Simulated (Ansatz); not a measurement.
Harmonic frequencies (cm⁻¹) at PBE0-D4/def2-TZVP from Ansatz: 22, 83, 93, 178, 186, 213, 430, 684, 711, 718, 975, 989, 1356, 1468, 1471, 3081, 3173, 3185.

Each molecule was computed in one conformer, which needn't be the lowest.

**Question.** Which molecule is it?
A. `[CH3][GaH][NH2]`
B. `C[O][GaH][SH]`
C. `C[S][Ga]([F])[F]`
D. `C=[CH][GaH2]`

**Answer.** C.
